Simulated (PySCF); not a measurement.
Compound: C7H9N.
Structure used (PBE0-D3(BJ)/def2-SVP), in Å, numbered top down from 1:
```xyz
17
C7H9N angstrom
C     -3.2507    0.2667    0.7766
C     -2.3713   -0.0558   -0.1735
C     -0.9955    0.5145   -0.2935
C      0.0988   -0.4495    0.1441
N     -0.0660   -1.4857    0.8675
C      1.4396   -0.1079   -0.2998
C      2.2478    0.6695   -0.9652
C      2.8846   -0.4820   -0.2433
H     -3.0159    1.0159    1.5401
H     -4.2394   -0.1973    0.8224
H     -2.6457   -0.8155   -0.9163
H     -0.7890    0.8173   -1.3337
H     -0.8976    1.4297    0.3159
H     -1.0608   -1.5806    1.1055
H      2.4154    1.5372   -1.5985
H      3.4561   -0.3000    0.6800
H      3.2401   -1.3548   -0.8121
```

Method: PBE0-D3(BJ)/def2-SVP geometry optimisation, gas phase in PySCF 2.14.0.

Masses are those of the commonest isotopes; rigid-rotor values at the optimised geometry. The values belong to one conformer with, in the numbering `[H]/[N:5]=[C:4](\[CH2:3][CH:2]=[CH2:1])[C:6]1=[CH:7][CH2:8]1`, C1–C2–C3–C4 105°, C2–C3–C4–N5 -18°, C3–C4–C6–C7 -2°.

Problem. Give the principal moments of inertia and the rotational constants in cm⁻¹.

Solution. Ia = 85.06, Ib = 481.47, Ic = 542.95 u·Å²; 505379 MHz·u·Å²/I gives 5941, 1050 and 930.8 MHz, that is A = 0.19818, B = 0.03501, C = 0.03105 cm⁻¹.

Problem. What kind of rotor is it?

Solution. A near-prolate asymmetric top. Ray's parameter κ = (2B − A − C)/(A − C) = -0.953; −1 is the prolate and +1 the oblate limit.

Problem. What does the inertial defect say?

Solution. Not planar: Δ = Ic − Ia − Ib = -23.57 u·Å². For a rigid frame Δ = −2 Σ m c², so Σ m c² = 11.79 u·Å² lies off the ab plane: 7.63 from hydrogen and 4.16 from heavier atoms. The atom farthest from that plane is 1.52 Å away.

Problem. Give the other two planar moments, Paa and Pbb, and the rms extents of the mass along the axes.

Solution. Paa = Σ m a² = (Ib + Ic − Ia)/2 = 469.68 and Pbb = Σ m b² = (Ia + Ic − Ib)/2 = 73.27 u·Å². With the mass M = 107.07 u, the rms extents √(P/M) along a, b and c are 2.09, 0.83, 0.33 Å.

Problem. List the rotational levels J(Ka,Kc) to J = 4 (K).

Solution. Above 0(0,0), as E/k:
J = 1: 1(0,1) 0.095, 1(1,1) 0.330, 1(1,0) 0.336
J = 2: 2(0,2) 0.285, 2(1,2) 0.514, 2(1,1) 0.531, 2(2,1) 1.236, 2(2,0) 1.236
J = 3: 3(0,3) 0.570, 3(1,3) 0.791, 3(1,2) 0.825, 3(2,2) 1.521, 3(2,1) 1.521, 3(3,1) 2.709, 3(3,0) 2.709
J = 4: 4(0,4) 0.949, 4(1,4) 1.159, 4(1,3) 1.216, 4(2,3) 1.901, 4(2,2) 1.902, 4(3,2) 3.089, 4(3,1) 3.089, 4(4,1) 4.752, 4(4,0) 4.752
Those of J = 1 are B + C, A + C and A + B.

Problem. Which types of transition are allowed, and where do some lines up to J = 5 fall?

Solution. The dipole components are |μa| = 1.29 D, |μb| = 2.26 D, |μc| = 0.01 D. The squared components, which scale the intensities, stand as 0.33 : 1.00 : 0.00 (a : b : c). Some of the stronger lines:

```tsv
type	branch	J(Ka,Kc)	MHz	lower level (cm⁻¹)
a	R	2(1,2) ← 1(1,1)	3842	0.229
a	R	3(1,3) ← 2(1,2)	5762	0.357
b	Q	5(1,4) ← 5(0,5)	5902	0.988
b	R	1(1,1) ← 0(0,0)	6872	0.000
a	R	4(2,3) ← 3(2,2)	7920	1.057
a	R	4(3,1) ← 3(3,0)	7926	1.883
b	R	2(1,2) ← 1(0,1)	8734	0.066
a	R	5(1,5) ← 4(1,4)	9596	0.806
a	R	5(4,1) ← 4(4,0)	9907	3.303
a	R	5(3,2) ← 4(3,1)	9910	2.147
a	R	5(2,3) ← 4(2,2)	9940	1.322
a	R	5(1,4) ← 4(1,3)	10190	0.845
b	R	3(1,3) ← 2(0,2)	10537	0.198
b	Q	4(2,2) ← 4(1,3)	14295	0.845
b	Q	4(2,3) ← 4(1,4)	15452	0.806
b	R	2(2,0) ← 1(1,1)	18876	0.229
b	R	4(2,3) ← 3(1,2)	22418	0.573
b	R	4(2,2) ← 3(1,3)	23164	0.550
b	Q	3(3,1) ← 3(2,2)	24757	1.057
b	R	4(3,1) ← 3(2,2)	32683	1.057
b	R	5(3,2) ← 4(2,3)	34673	1.321
b	R	5(5,0) ← 4(4,1)	54463	3.303
```

Problem. Estimate the classical rotational partition function at 10 K, 50 K and 200 K.

Solution. Point group C1, symmetry number σ = 1; q = (√π/σ)·√((kT/h)³/(ABC)), k/h = 20836.6 MHz/K: 2210 at 10 K, 24700 at 50 K, 198000 at 200 K.

PBE0-D3(BJ)/def2-SVP frequencies: not computed here. No vibrational averaging or centrifugal distortion is included, and the geometry carries the error of its method. Quadrupole hyperfine structure (14N) is left out.

On an Arm Neoverse V2 with one thread, no GPU, on a shared host, this took 51 s of wall time and 0.71 GiB of memory at its peak. That covers the optimisation of the geometry.
